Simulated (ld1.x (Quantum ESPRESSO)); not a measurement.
# Configuration tests for nickel (Ni) (PAW)

```
Element                 : Ni (Z = 28)
Generator               : ld1.x (Quantum ESPRESSO) 7.5
Type                    : PAW
Functional              : PBE
Relativity              : scalar-relativistic
Frozen core             : [Ar]
Valence charge          : 10
Reference configuration : 3d8 4s2 4p0
Partial waves           : 4s (bound): rcut 2.00, rcutus 2.35 bohr; 4s channel at 0.3 Ry: rcut 2.00, rcutus 2.35 bohr; 4p (bound, empty): rcut 2.85, rcutus 3.05 bohr; 4p channel at 1.4 Ry: rcut 2.85, rcutus 3.05 bohr; 3d (bound): rcut 1.50, rcutus 1.65 bohr; 3d channel at 4.25 Ry: rcut 1.50, rcutus 1.65 bohr
Local potential         : all-electron potential smoothed inside 2.85 bohr (lloc = -1)
Core correction         : a·sin(br)/r model core, default radius (core density twice the valence density)
Augmentation charge     : PSQ, radius 1.55 bohr
```

Energies are relative to the spin-unpolarised reference configuration 3d8 4s2 4p0; without spin polarisation the order of configurations can differ from experiment.

Give the all-electron excitation energy and the error of the potential for: 3d8 4s1 4p0; 3d8 4s0 4p0; 3d7 4s0 4p0; 3d8 4s1 4p1; 3d8 4s0 4p1; 3d7 4s2 4p1; 3d8 4s0 4p2.

| valence configuration | charge | ΔE all-electron (eV) | error AE − PS (meV) |
| --- | --- | --- | --- |
| 3d8 4s1 4p0 | +1 | 9.322 | -6.9 |
| 3d8 4s0 4p0 | +2 | 26.673 | -40 |
| 3d7 4s0 4p0 | +3 | 64.140 | -273 |
| 3d8 4s1 4p1 | 0 | 4.596 | -2.9 |
| 3d8 4s0 4p1 | +1 | 15.007 | -17 |
| 3d7 4s2 4p1 | 0 | 10.545 | -129 |
| 3d8 4s0 4p2 | 0 | 9.502 | -11 |

Levels in the configuration 3d7 4s2 4p1:

| level | all-electron (eV) | pseudo (eV) |
| --- | --- | --- |
| 3d | -16.210 | -16.491 |
| 4s | -8.075 | -8.084 |
| 4p | -2.618 | -2.619 |
